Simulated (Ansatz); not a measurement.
Ansatz (a first-principles code) job for (3S)-3-sulfanylbutan-2-one (C4H8OS), SMILES [C@H](C)(C(C)=O)S, B3LYP-D3(BJ)/def2-SVP. 

Ansatz 0.2 input:
```yaml
crystal:
  periodic: [false, false, false]
  atoms:
    - {symbol: C, position_ang: [1.61896525, -0.76961820, -0.78284648]}
    - {symbol: C, position_ang: [0.79850049, -0.57727891, 0.46558022]}
    - {symbol: O, position_ang: [1.25855011, -0.69586882, 1.57128734]}
    - {symbol: C, position_ang: [-0.66457985, -0.21099091, 0.26626535]}
    - {symbol: C, position_ang: [-1.39726040, -0.98435036, -0.81473328]}
    - {symbol: S, position_ang: [-0.71714538, 1.60141770, -0.05022405]}
    - {symbol: H, position_ang: [1.41719579, 0.00304036, -1.52019375]}
    - {symbol: H, position_ang: [1.37018010, -1.73649958, -1.21789444]}
    - {symbol: H, position_ang: [2.67478320, -0.76520977, -0.52513926]}
    - {symbol: H, position_ang: [-1.17276260, -0.31227335, 1.22902406]}
    - {symbol: H, position_ang: [-0.94368284, -0.83168337, -1.79160100]}
    - {symbol: H, position_ang: [-2.43317659, -0.65615221, -0.86323134]}
    - {symbol: H, position_ang: [-1.38218449, -2.04760398, -0.58146350]}
    - {symbol: H, position_ang: [-0.25818038, 1.54407947, -1.30180947]}
basis:
  gaussian:
    orbitals: def2-SVP
hamiltonian:
  xc: b3lyp
  dispersion: d3bj
relax: {f_tol: 0.002, max_steps: 200}
```

Log of the run:

```
WARN ansatz: RAYON_NUM_THREADS=1 ignored (pool sized by the plan → 1); use --threads N
Functional definition: B3LYP
integrals: 0.10 GiB planned
1421 factors; integrals over basis functions are off by at most 3.3e-4 eV
mean field: 0.63 GiB planned
mean field evaluation 1: about -17143.6619 eV, gradient 6.5e1 eV
mean field evaluation 2: about -17136.0462 eV, gradient 8.7e1 eV
mean field evaluation 4: about -17153.1920 eV, gradient 5.4e0 eV
mean field evaluation 8: about -17153.2941 eV, gradient 4.5e-1 eV
mean field evaluation 16: about -17153.2945 eV, gradient 3.4e-5 eV
mean field -17153.29452214 eV, -630.3719467679 hartree, gradient 3.4e-5 eV, S^2 0.000000; 0 other end points of the search recorded, 0 dependent functions left out
the calculation of the forces begins
reference -17153.29475521 eV, -630.3719553333 hartree; 28, 28 occupied and 100, 100 virtual orbitals, 1421 factors
relax step   1: F+E_penalty+E_count = -17153.90681289 eV  Δ(F+E_penalty+E_count) = +0.000e0 eV  max|allowed force component| = 5.199e-1 eV/Å  Δτ_max = 0.0000 Å  (28 SCF iters, accepted)
these checks for a lower state are left out or cut short: starts, cluster_reference, orbital_swaps, neighbouring_geometries, increment
integrals: 0.10 GiB planned
1421 factors; integrals over basis functions are off by at most 3.5e-4 eV
mean field: 0.63 GiB planned
mean field -17153.34998401 eV, -630.3739849540 hartree, gradient 1.4e-5 eV, S^2 0.000000; 0 other end points of the search recorded, 0 dependent functions left out
the calculation of the forces begins
reference -17153.35021879 eV, -630.3739935821 hartree; 28, 28 occupied and 100, 100 virtual orbitals, 1421 factors
relax step   2: F+E_penalty+E_count = -17153.95202710 eV  Δ(F+E_penalty+E_count) = -4.521e-2 eV  max|allowed force component| = 1.322e-1 eV/Å  Δτ_max = 0.1344 Å  (30 SCF iters, accepted)
these checks for a lower state are left out or cut short: starts, cluster_reference, orbital_swaps, neighbouring_geometries, increment
integrals: 0.10 GiB planned
1421 factors; integrals over basis functions are off by at most 3.6e-4 eV
mean field: 0.63 GiB planned
mean field -17153.35430462 eV, -630.3741437337 hartree, gradient 7.7e-6 eV, S^2 0.000000; 0 other end points of the search recorded, 0 dependent functions left out
the calculation of the forces begins
reference -17153.35453953 eV, -630.3741523662 hartree; 28, 28 occupied and 100, 100 virtual orbitals, 1421 factors
relax step   3: F+E_penalty+E_count = -17153.95543086 eV  Δ(F+E_penalty+E_count) = -3.404e-3 eV  max|allowed force component| = 1.576e-1 eV/Å  Δτ_max = 0.0325 Å  (31 SCF iters, accepted)
these checks for a lower state are left out or cut short: starts, cluster_reference, orbital_swaps, neighbouring_geometries, increment
integrals: 0.10 GiB planned
1421 factors; integrals over basis functions are off by at most 3.6e-4 eV
mean field: 0.63 GiB planned
mean field evaluation 32: about -17153.3038 eV, gradient 2.0e0 eV
mean field -17153.35569884 eV, -630.3741949702 hartree, gradient 7.6e-6 eV, S^2 0.000000; 0 other end points of the search recorded, 0 dependent functions left out
the calculation of the forces begins
reference -17153.35593375 eV, -630.3742036031 hartree; 28, 28 occupied and 100, 100 virtual orbitals, 1421 factors
relax step   4: F+E_penalty+E_count = -17153.95671329 eV  Δ(F+E_penalty+E_count) = -1.282e-3 eV  max|allowed force component| = 8.229e-2 eV/Å  Δτ_max = 0.0228 Å  (31 SCF iters, accepted)
these checks for a lower state are left out or cut short: starts, cluster_reference, orbital_swaps, neighbouring_geometries, increment
integrals: 0.10 GiB planned
1421 factors; integrals over basis functions are off by at most 3.6e-4 eV
mean field: 0.63 GiB planned
mean field -17153.35695501 eV, -630.3742411338 hartree, gradient 2.6e-5 eV, S^2 0.000000; 0 other end points of the search recorded, 0 dependent functions left out
the calculation of the forces begins
reference -17153.35718997 eV, -630.3742497684 hartree; 28, 28 occupied and 100, 100 virtual orbitals, 1421 factors
relax step   5: F+E_penalty+E_count = -17153.95757202 eV  Δ(F+E_penalty+E_count) = -8.587e-4 eV  max|allowed force component| = 4.016e-2 eV/Å  Δτ_max = 0.0349 Å  (30 SCF iters, accepted)
these checks for a lower state are left out or cut short: starts, cluster_reference, orbital_swaps, neighbouring_geometries, increment
integrals: 0.10 GiB planned
1421 factors; integrals over basis functions are off by at most 3.6e-4 eV
[...]
mean field: 0.63 GiB planned
mean field -17153.35805239 eV, -630.3742814616 hartree, gradient 1.8e-5 eV, S^2 0.000000; 0 other end points of the search recorded, 0 dependent functions left out
the calculation of the forces begins
reference -17153.35828725 eV, -630.3742900927 hartree; 28, 28 occupied and 100, 100 virtual orbitals, 1421 factors
relax step   9: F+E_penalty+E_count = -17153.95937566 eV  Δ(F+E_penalty+E_count) = -5.987e-5 eV  max|allowed force component| = 5.840e-3 eV/Å  Δτ_max = 0.0107 Å  (25 SCF iters, accepted)
these checks for a lower state are left out or cut short: starts, cluster_reference, orbital_swaps, neighbouring_geometries, increment
integrals: 0.10 GiB planned
1421 factors; integrals over basis functions are off by at most 3.5e-4 eV
mean field: 0.63 GiB planned
mean field -17153.35807508 eV, -630.3742822953 hartree, gradient 1.4e-5 eV, S^2 0.000000; 0 other end points of the search recorded, 0 dependent functions left out
the calculation of the forces begins
reference -17153.35830993 eV, -630.3742909260 hartree; 28, 28 occupied and 100, 100 virtual orbitals, 1421 factors
relax step  10: F+E_penalty+E_count = -17153.95939211 eV  Δ(F+E_penalty+E_count) = -1.646e-5 eV  max|allowed force component| = 8.112e-3 eV/Å  Δτ_max = 0.0056 Å  (24 SCF iters, accepted)
these checks for a lower state are left out or cut short: starts, cluster_reference, orbital_swaps, neighbouring_geometries, increment
integrals: 0.10 GiB planned
1421 factors; integrals over basis functions are off by at most 3.5e-4 eV
mean field: 0.63 GiB planned
mean field -17153.35808680 eV, -630.3742827262 hartree, gradient 1.2e-5 eV, S^2 0.000000; 0 other end points of the search recorded, 0 dependent functions left out
the calculation of the forces begins
reference -17153.35832163 eV, -630.3742913560 hartree; 28, 28 occupied and 100, 100 virtual orbitals, 1421 factors
relax step  11: F+E_penalty+E_count = -17153.95941068 eV  Δ(F+E_penalty+E_count) = -1.857e-5 eV  max|allowed force component| = 1.090e-2 eV/Å  Δτ_max = 0.0120 Å  (24 SCF iters, accepted)
these checks for a lower state are left out or cut short: starts, cluster_reference, orbital_swaps, neighbouring_geometries, increment
integrals: 0.10 GiB planned
1421 factors; integrals over basis functions are off by at most 3.5e-4 eV
mean field: 0.63 GiB planned
mean field -17153.35811250 eV, -630.3742836706 hartree, gradient 1.5e-5 eV, S^2 0.000000; 0 other end points of the search recorded, 0 dependent functions left out
the calculation of the forces begins
reference -17153.35834730 eV, -630.3742922995 hartree; 28, 28 occupied and 100, 100 virtual orbitals, 1421 factors
relax step  12: F+E_penalty+E_count = -17153.95942623 eV  Δ(F+E_penalty+E_count) = -1.555e-5 eV  max|allowed force component| = 1.907e-2 eV/Å  Δτ_max = 0.0178 Å  (24 SCF iters, accepted)
these checks for a lower state are left out or cut short: starts, cluster_reference, orbital_swaps, neighbouring_geometries, increment
integrals: 0.10 GiB planned
1421 factors; integrals over basis functions are off by at most 3.5e-4 eV
mean field: 0.63 GiB planned
mean field -17153.35816625 eV, -630.3742856459 hartree, gradient 8.9e-5 eV, S^2 0.000000; 0 other end points of the search recorded, 0 dependent functions left out
the calculation of the forces begins
reference -17153.35840105 eV, -630.3742942747 hartree; 28, 28 occupied and 100, 100 virtual orbitals, 1421 factors
relax step  13: F+E_penalty+E_count = -17153.95944182 eV  Δ(F+E_penalty+E_count) = -1.559e-5 eV  max|allowed force component| = 9.536e-3 eV/Å  Δτ_max = 0.0036 Å  (21 SCF iters, accepted)
these checks for a lower state are left out or cut short: starts, cluster_reference, orbital_swaps, neighbouring_geometries, increment
integrals: 0.10 GiB planned
1421 factors; integrals over basis functions are off by at most 3.5e-4 eV
mean field: 0.63 GiB planned
mean field evaluation 96: about -17153.3582 eV, gradient 8.1e-2 eV
mean field -17153.35818755 eV, -630.3742864288 hartree, gradient 3.6e-5 eV, S^2 0.000000; 0 other end points of the search recorded, 0 dependent functions left out
the calculation of the forces begins
reference -17153.35842235 eV, -630.3742950575 hartree; 28, 28 occupied and 100, 100 virtual orbitals, 1421 factors
relax step  14: F+E_penalty+E_count = -17153.95944692 eV  Δ(F+E_penalty+E_count) = -5.095e-6 eV  max|allowed force component| = 3.489e-3 eV/Å  Δτ_max = 0.0017 Å  (21 SCF iters, accepted)
these checks for a lower state are left out or cut short: starts, cluster_reference, orbital_swaps, neighbouring_geometries, increment
integrals: 0.10 GiB planned
1421 factors; integrals over basis functions are off by at most 3.5e-4 eV
mean field: 0.63 GiB planned
mean field -17153.35818911 eV, -630.3742864859 hartree, gradient 4.1e-5 eV, S^2 0.000000; 0 other end points of the search recorded, 0 dependent functions left out
the calculation of the forces begins
reference -17153.35842390 eV, -630.3742951144 hartree; 28, 28 occupied and 100, 100 virtual orbitals, 1421 factors
relax step  15: F+E_penalty+E_count = -17153.95944872 eV  Δ(F+E_penalty+E_count) = -1.806e-6 eV  max|allowed force component| = 1.313e-3 eV/Å  Δτ_max = 0.0027 Å  (22 SCF iters, accepted)
these checks for a lower state are left out or cut short: starts, cluster_reference, orbital_swaps, neighbouring_geometries, increment
integrals: 0.10 GiB planned
1421 factors; integrals over basis functions are off by at most 3.5e-4 eV
mean field: 0.63 GiB planned
mean field -17153.35818357 eV, -630.3742862824 hartree, gradient 3.5e-5 eV, S^2 0.000000; 0 other end points of the search recorded, 0 dependent functions left out
the calculation of the forces begins
reference -17153.35841836 eV, -630.3742949107 hartree; 28, 28 occupied and 100, 100 virtual orbitals, 1421 factors
relax step  16: F+E_penalty+E_count = -17153.95944928 eV  Δ(F+E_penalty+E_count) = -5.584e-7 eV  max|allowed force component| = 5.932e-4 eV/Å  Δτ_max = 0.0022 Å  (20 SCF iters, accepted)
integrals: 0.10 GiB planned
1421 factors; integrals over basis functions are off by at most 3.5e-4 eV
mean field: 0.63 GiB planned
mean field -17153.35818357 eV, -630.3742862824 hartree, gradient 3.5e-5 eV, S^2 0.000000; 1 other end points of the search recorded, 0 dependent functions left out
the calculation of the forces begins
reference -17153.35841836 eV, -630.3742949107 hartree; 28, 28 occupied and 100, 100 virtual orbitals, 1421 factors
Total energy: -17153.95968407 eV, -630.3963910181 hartree
Atom 0 at     1.682699    -0.739777    -0.767729 Å, force    -0.000177     0.000172    -0.000593 eV/Å
Atom 1 at     0.796245    -0.620847     0.456402 Å, force     0.000109    -0.000167     0.000083 eV/Å
Atom 2 at     1.198985    -0.882084     1.567028 Å, force    -0.000201     0.000076    -0.000298 eV/Å
Atom 3 at    -0.653933    -0.171302     0.247946 Å, force     0.000474     0.000201     0.000397 eV/Å
Atom 4 at    -1.429029    -0.994695    -0.775807 Å, force    -0.000061     0.000159     0.000030 eV/Å
Atom 5 at    -0.695289     1.641359    -0.115128 Å, force     0.000066     0.000252    -0.000014 eV/Å
Atom 6 at     1.583990     0.134911    -1.426908 Å, force    -0.000028    -0.000228     0.000359 eV/Å
Atom 7 at     1.391145    -1.630306    -1.349213 Å, force     0.000169     0.000200     0.000277 eV/Å
Atom 8 at     2.726192    -0.852953    -0.447696 Å, force    -0.000002    -0.000097     0.000055 eV/Å
Atom 9 at    -1.125304    -0.244066     1.239031 Å, force    -0.000122    -0.000072    -0.000063 eV/Å
Atom 10 at    -0.997601    -0.897616    -1.784637 Å, force     0.000122    -0.000061    -0.000225 eV/Å
Atom 11 at    -2.474891    -0.658461    -0.822722 Å, force    -0.000272     0.000011    -0.000007 eV/Å
Atom 12 at    -1.417622    -2.062663    -0.501692 Å, force     0.000023    -0.000286     0.000002 eV/Å
Atom 13 at    -0.416384     1.539507    -1.435853 Å, force    -0.000100    -0.000160    -0.000003 eV/Å
Dipole moment:    -0.189682    -0.144661    -0.635194 e Å
```

The calculation finished and met its thresholds.
